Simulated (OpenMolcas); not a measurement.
**Lines of Ne2+: computed and rescaled rates**

```json
{
 "Program": "OpenMolcas 26.06",
 "Method": "SS-RASPT2, IPEA 0.25 Eh, imaginary shift 0.1 Eh (closed shells correlated: 1s)",
 "Basis": "ANO-RCC-VQZP [5s4p3d2f1g]",
 "Scalar Hamiltonian": "DKH2, point nucleus",
 "Active space": "6 electrons in 9 orbitals (RAS2 2s 2p; RAS3 3d, at most 2 electrons)",
 "State averaging": "2S+1 = 3 even, 3 roots; 2S+1 = 1 even, 6 roots; 2S+1 = 3 odd, 3 roots; 2S+1 = 1 odd, 3 roots",
 "Spin-orbit coupling": "RASSI with atomic mean-field integrals over the reference wave functions, term energies averaged over their components"
}
```

Rates come from the transition moments of the reference wave functions (E1 and E2 in the length form). At fixed line strength A goes as λ^-3 for E1 and M1 and as λ^-5 for E2, so a rate at the computed wavelength can be rescaled to the measured one. Measured vacuum wavelengths follow from level energies in Moore, Atomic Energy Levels, vol. I, NSRDS-NBS 35 (1971 reprint of NBS Circular 467, 1949). Branching counts decays inside the model space alone, at computed energies, and the table is only a selection of the E1 lines, drawn from those between levels with measured partners whose computed energy lies within a factor of 1.5 of the measured one.

```tsv
Upper	Lower	Type	λ computed (nm)	λ measured (nm)	A computed (s-1)	A rescaled (s-1)	Branching %
2s 2p⁵ ³P°₁	2s² 2p⁴ ³P₀	E1	48.97	49.03	1.54e+09	1.53e+09	33.1
2s 2p⁵ ³P°₁	2s² 2p⁴ ³P₁	E1	48.91	48.96	1.16e+09	1.16e+09	24.9
2s 2p⁵ ³P°₀	2s² 2p⁴ ³P₁	E1	48.84	48.89	4.67e+09	4.66e+09	100.0
2s 2p⁵ ³P°₁	2s² 2p⁴ ³P₂	E1	48.76	48.81	1.96e+09	1.95e+09	41.9
```

The largest correction is for 2s 2p⁵ ³P°₁ → 2s² 2p⁴ ³P₀ (E1): 1.54e+09 × (48.97 / 49.03)^3 = 1.53e+09 s-1, a factor of 1.00.

The computed rate and branching of 2s 2p⁵ ³P°₀ → 2s² 2p⁴ ³P₁ give the upper level a radiative lifetime of 1.000 / 4.67e+09 s-1 = 2.14e-10 s, counting decays inside the model space alone. The rescaled rate gives about 2.1e-10 s.

No measured rate stands beside these. Rescaling mends the energy factor alone: line strengths can still be far off where a level mixes with configurations outside the active space, and weak or spin-changing lines hang on small mixing coefficients that depend on the term gaps too, so rescaling need not improve them.

Active for correlation alone: 3d; no level in the range computed is led by a configuration that fills it, so any true level of that kind is missing. Measured partners are found by configuration, term and J. A level has none where our copy of the source lacks it or the pairing is in doubt (some pairs that miss far off the trend of their configuration count as doubtful). Levels of configurations outside the active space are missing.

° marks odd parity.
